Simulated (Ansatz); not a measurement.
Ideal-gas functions of BrH₄InOSSi, SMILES `[SiH3][O][In]([SH])[Br]` at 500 K and 1 bar, from an Ansatz frequency run at PBE0-D4/def2-TZVP.

Molar mass 274.91 g/mol, point group Cs (symmetry number 1), electronic degeneracy 1, moments of inertia 306.216, 759.318, 1059.611 u Å². Harmonic wavenumbers (cm⁻¹, unscaled): 43, 57, 58, 69, 109, 135, 258, 258, 369, 463, 697, 717, 742, 950, 957, 987, 995, 2158, 2218, 2220, 2690.

Use S(trans) = R[1.5 ln M + 2.5 ln T − 1.1517]; rotational temperatures θ = 24.2544 K / I; S(rot) = R[ln(√π/σ · √(T³/θAθBθC)) + 1.5]; for each mode x = 1.438777 ν̃/T, S = R[x/(eˣ − 1) − ln(1 − e⁻ˣ)] and H = RT x/(eˣ − 1); 1 cm⁻¹ = 0.0119627 kJ/mol; R = 8.31446 J/(mol·K).

By hand: the entropy, in J/(mol·K).

Translation 189.6. Rotation: θ = 0.0792, 0.0319, 0.0229 K, giving 135.3. Vibration, mode by mode: 25.69, 23.35, 23.21, 21.77, 17.99, 16.23, 10.98, 10.98, 8.20, 6.52, 3.79, 3.63, 3.43, 2.14, 2.10, 1.97, 1.93, 0.12, 0.10, 0.10, 0.03, in all 184.3. Electronic 0.0. Sum 509.2 J/(mol·K).

By hand: H − E and G − E in kJ/mol, counted from the electronic energy.

Zero-point energy ½ × 17150 × 0.0119627 = 102.6; thermal vibration 39.1; translation, rotation and pV give 4 RT = 16.6. H − E = 158.3 kJ/mol, and G − E = 158.3 − 500 × 509.2/1000 = -96.3 kJ/mol.

Vibration gives 36 % of the entropy, 128.2 J/(mol·K) of it from the modes under 150 cm⁻¹: soft modes count most, and the harmonic formula is weakest for them. The sum counts one conformer and one mirror image; others add a mixing term.
